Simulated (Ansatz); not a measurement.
`BCN[SiH3]` + H₂ → `CN[SiH3]` + BH₃ at 500 K and 1 bar (hydrogenolysis of a C–B bond).

Program: Ansatz. Geometries: PBE0-D4/def2-TZVP. ΔE: electronic, gas phase. CCSD(T)/CBS adds triple-zeta CCSD(T) − MP2 to the extrapolated MP2 energy (def2 sets, frozen cores). This one scheme is used for every species. One conformer a species, not always the lowest.

```
    species  CCSD(T)/CBS energy (Eh)  H − E (kJ/mol)  S (J/(mol·K))
`BCN[SiH3]`               -411.42157           279.7          411.3
         H₂                 -1.17544            41.0          145.5
 `CN[SiH3]`               -386.04948           244.7          351.8
        BH₃                -26.55200            86.8          208.8
```

H − E and S are ideal-gas, rigid-rotor, harmonic terms from PBE0-D4/def2-TZVP, for one conformer and one mirror image of each species. For small species the MP2-based limit differs from directly extrapolated CCSD(T) by up to some mEh (0.8 for H₂); such offsets cancel only in part. 1 Eh = 2625.50 kJ/mol, R = 8.31446 J/(mol·K).

Question: By hand: ΔE, ΔH, ΔS and ΔG.

Answer: ΔE = (-386.04948) + (-26.55200) − (-411.42157) − (-1.17544) = -0.00447 Eh = -11.7 kJ/mol. Δ(H − E) = 244.7 + 86.8 − 279.7 − 41.0 = 10.8, so ΔH = -0.9 kJ/mol. ΔS = 351.8 + 208.8 − 411.3 − 145.5 = 3.8 J/(mol·K). ΔG = -0.9 − 500 × (3.8)/1000 = -2.8 kJ/mol.

Question: By hand: the equilibrium constant, and the temperature at which ΔG would vanish if ΔH and ΔS stayed fixed.

Answer: log₁₀ K = −ΔG/(RT ln 10) = 0.3. ΔH and −TΔS have one sign here, so there is no such temperature.

TΔS isn't small against ΔH here. The sign of ΔG lies within the doubt. A doubt of 5 kJ/mol in ΔE shifts log₁₀ K by 0.5 here. Other conformers and mirror images would add mixing entropy, several J/(mol·K) or more a flexible species. These are equilibria of isolated gas molecules and say nothing of rates. Largest T1 diagnostic: 0.011 (customary marks: 0.02 for closed shells, 0.045 for open ones).

ΔS is within the doubt of such terms, so its sign, and with it that verdict, could turn.
